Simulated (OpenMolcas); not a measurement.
Mo3+ (d3) on a cation site of an ionic host was computed by CASSCF with the d shell active (OpenMolcas, ANO-RCC-VDZP on the metal). Its lowest spin-free states, and all those of the highest spin:

```
2S+1  Degeneracy  E (cm-1)
   4           1       0.0
   2           2     14451
   2           3     14869
   2           3     22738
   4           3     30959
   4           3     39001
   2           1     42371
   2           3     44735
   2           3     45146
   2           2     46689
   2           3     50488
   2           3     54977
   4           3     64767
```

Question: Is the site octahedral, tetrahedral or cube-like, axial, or of lower symmetry?

Answer: The states with 2S+1 = 4 have orbital degeneracies 1, 3, 3, 3. Threefold states need a cubic site. For d3 at this spin an octahedron puts the single A2 below the threefold T2 and a tetrahedron or cube puts the threefold T1 below the threefold T2, so the site is octahedral. The first gap at this spin, 31000 cm-1, is |10Dq| in ligand-field theory. The run had Mo3+ with its 6 nearest fluoride ions at 1.978 Å, on the Ga site of K2NaGaF6 (a = 8.246 Å, distance in the model lattice 1.938 Å). The rest of the host is ab initio model potentials to 7.6 Å, with orthogonalisation functions on the cations behind the ligands, and point charges beyond; the distance is set by hand and nothing relaxes. Ligand basis ANO-RCC-VDZP.

Without dynamic correlation the repulsion within the d shell is too large (B by tens of per cent), so at a given field states of lower spin stand too high. The least metal-like active orbital is 82 % on the metal (Löwdin) and no ligand orbital is active, so the numbers are rough. With metal d orbitals alone the field can be off either way by tens of per cent. Ligand-to-metal charge-transfer states are missing. With no ligand orbital active B as a rule stays too high, so bands that hang on it stand too high and its fall with covalency is understated. No measured value stands beside these numbers; the geometry was set by hand and not optimised.
